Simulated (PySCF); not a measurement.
Species: C₂H₆GeO.
Numbering: `[CH2:1]=[CH:2][O:3][GeH3:4]` (hydrogens: H5, H6 on C1; H7 on C2; H8, H9, H10 on Ge4)

Computed, not measured: MP2 and CCSD/aug-cc-pVDZ in PySCF, restricted Hartree–Fock reference, frozen core, non-relativistic, gas phase, PBE0-D3(BJ)/def2-SVP geometry.

E(HF) = -2229.42550 Eh.

Question: How large is the problem?

Answer: 159 basis functions and 58 electrons; 12 orbitals frozen, which leaves o = 17 correlated occupied and v = 130 virtual orbitals. That is o·v = 2210 singles and o·v(o·v + 1)/2 = 2443155 distinct closed-shell doubles amplitudes before symmetry; the costliest CCSD step grows as o²v⁴ = 8.3 × 10^10.

Question: What are the MP2 and CCSD correlation energies?

Answer: MP2 -0.6082 Eh and CCSD -0.6519 Eh, which gives totals of -2230.03369 and -2230.07736 Eh. That is 0.522 eV for each correlated electron at CCSD (1711 kJ/mol in all, 0.029 % of the total energy); MP2 gives 93.3 % of the CCSD value.

Question: What is the T1 diagnostic?

Answer: 0.0120, below the customary warning level of 0.02. It is the norm of the spatial-orbital singles amplitudes over the root of the number of correlated electrons, so the norm is 0.070.

Question: How does correlation change the dipole moment?

Answer: HF gives 1.26 D and CCSD (unrelaxed density) 1.19 D, a change of -0.07 D.

Connected triples and the basis-set limit are missing.

The job also held the EOM ionisation roots. The run took 7.4 min of wall time on Arm Neoverse V1, one thread (shared host).

Conformer computed: `[CH2:1]=[CH:2][O:3][GeH3:4]`: C1–C2–O3–Ge4 1°.

One conformer stands for the species.
